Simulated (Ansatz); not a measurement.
Energy needed to pull apart CHBFN (SMILES FB1C=N1), singlet, into free ground-state atoms, from the structure below (displaced at random from a GFN2-xTB minimum); no zero-point or spin–orbit terms; open-shell atoms are treated unrestricted, in their ground-state multiplicity.

```tsv
atom	x (Å)	y (Å)	z (Å)
F1	0.1387	-1.3435	1.2875
B2	-0.0067	-0.5854	0.4368
C3	0.2281	0.5883	-0.2062
N4	-0.8407	-0.1374	-0.7844
H5	0.6995	1.4933	-0.5688
```

Ansatz 0.2.0; basis: def2-TZVPP; cores frozen in the correlated methods.

```json
{"method": "PBE-D4", "atomization energy (kcal/mol)": "525.9"}
{"method": "r2SCAN-D4", "atomization energy (kcal/mol)": "501.9"}
{"method": "PBE0-D4", "atomization energy (kcal/mol)": "505.1"}
{"method": "r2SCAN0-D4", "atomization energy (kcal/mol)": "?"}
{"method": "CAM-B3LYP-D4", "atomization energy (kcal/mol)": "502.6"}
{"method": "wB97M-V", "atomization energy (kcal/mol)": "502.2"}
{"method": "HF", "atomization energy (kcal/mol)": "329.9"}
{"method": "MP2", "atomization energy (kcal/mol)": "?"}
{"method": "CCSD", "atomization energy (kcal/mol)": "465.0"}
{"method": "CCSD(T)", "atomization energy (kcal/mol)": "478.5"}
```

Task: What does MP2 give? (To be estimated.)

Result: By the calculation: 503.2 kcal/mol, which is about 24.7 kcal/mol more than CCSD(T)/def2-TZVPP.

Task: What does r2SCAN0-D4 give? (To be estimated.)

Result: By the calculation: 485.7 kcal/mol, which is about 7.3 kcal/mol more than CCSD(T)/def2-TZVPP.

In triple zeta the MP2 and coupled-cluster atomization energies are still short of their basis limit by a few kcal/mol a bond, whereas those of the functionals are nearly converged, so these differences are not deviations from converged CCSD(T).

T1 diagnostic: at most 0.015. The restricted Hartree–Fock reference is unstable towards an unrestricted one here.

For scale, one of the runs: CCSD(T)/def2-TZVPP forces, 138 basis functions (an equivalent command: `ansatz run in.yaml --threads 4`). Hardware: 4 CPU threads, shared host. Wall time 39 s; peak host memory 1.5 GiB.
